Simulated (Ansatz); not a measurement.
```yaml
crystal:
  periodic: [true, true, true]
  atoms:
    - {symbol: N, position_ang: [1.846652, -1.377243, 0.973805]}
    - {symbol: C, position_ang: [0.997199, -0.746052, 0.520738]}
    - {symbol: Si, position_ang: [-0.355216, 0.258463, -0.200935]}
    - {symbol: Cl, position_ang: [-1.737887, -1.001747, -0.947543]}
    - {symbol: Cl, position_ang: [0.429857, 1.406866, -1.657698]}
    - {symbol: Cl, position_ang: [-1.138504, 1.395812, 1.265432]}
basis:
  gaussian: {orbitals: def2-mTZVPP}
magnetization: {spin_polarized: true, initial_magnetization: 2}
hamiltonian: {xc: {name: HSE06}}
scf: {lower_state_search: off}
output: {forces: true}
```

```sh
$ ansatz run in.yaml --threads 4 --pin off --events-out ev --progress --plain --max-ram 10444MiB
```

Question: How does Ansatz answer? (Estimate.)

Answer: The calculation gave: The program refused the input.
```
Error: YAML parse error: error: line 2 column 3: crystal: missing field `lattice` (a structure is typed as `lattice` and `atoms`, a molecule's as `atoms` in Å alone, or read from a run's directory, `checkpoint`)
 --> <input>:2:3
1 | crystal:
2 |   periodic: [true, true, true]
3 |   atoms:
4 |     - {symbol: N, position_ang: [1.846652, -1.377243, 0.973805]}
```

HSE06 is defined as in plane-wave codes.
